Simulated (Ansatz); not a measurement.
Isolated molecules relaxed with PBE0-D4/def2-TZVP in Ansatz; ΔE leaves out vibrations. CCSD(T)/CBS is the MP2 limit (def2-TZVPP, def2-QZVPP) plus CCSD(T) − MP2 in def2-TZVPP, frozen cores. DFT in def2-TZVPP. B3LYP here is the variant with VWN-RPA as its local correlation; programs differ in this. HSE06 is defined as in plane-wave codes. One conformer a species, not always the lowest.

Reaction (isomerisation): `C[SiH](N)CO` → `CN(C)[SiH2]O`

| level | ΔE (kJ/mol) | difference from CCSD(T)/CBS |
| --- | --- | --- |
| r2SCAN-D4 | -53.2 | 7.2 |
| B3LYP-D4 | -61.0 | -0.6 |
| r2SCAN0-D4 | -56.4 | 4.0 |
| HSE06-D4 | -51.9 | 8.5 |
| B2PLYP | -64.0 | -3.6 |
| PBE | -47.9 | 12.5 |
| r2SCAN | -53.1 | 7.3 |
| LC-ωPBE | -53.4 | 7.0 |
| RPA@PBE/def2-TZVPP | -66.4 | -6.0 |
| MP2/def2-SVP | -73.4 | -13.0 |
| CCSD/def2-SVP | -72.8 | -12.4 |
| MP2/def2-TZVPP | -66.4 | -6.0 |
| SCS-MP2/def2-TZVPP | -70.6 | -10.2 |
| MP2/def2-QZVPP | -65.4 | -5.0 |
| SCS-MP2/def2-QZVPP | -69.5 | -9.1 |
| MP2/CBS(def2) | -63.9 | -3.5 |
| CCSD(T)/CBS | -60.4 | 0 |

Largest T1 diagnostic among the species: 0.011.

From PBE to PBE0 (25 % exact exchange), in def2-TZVPP and without D4, ΔE moves by −4.2 kJ/mol. In def2-TZVPP, CCSD(T) changes the Hartree–Fock value by +15.2 kJ/mol (the triples alone add +1.7 kJ/mol) and MP2 by +11.7 kJ/mol.

CCSD(T)/CBS has its own doubt, a few kJ/mol and more with outer-core shells, so smaller differences from it don't rank the levels.
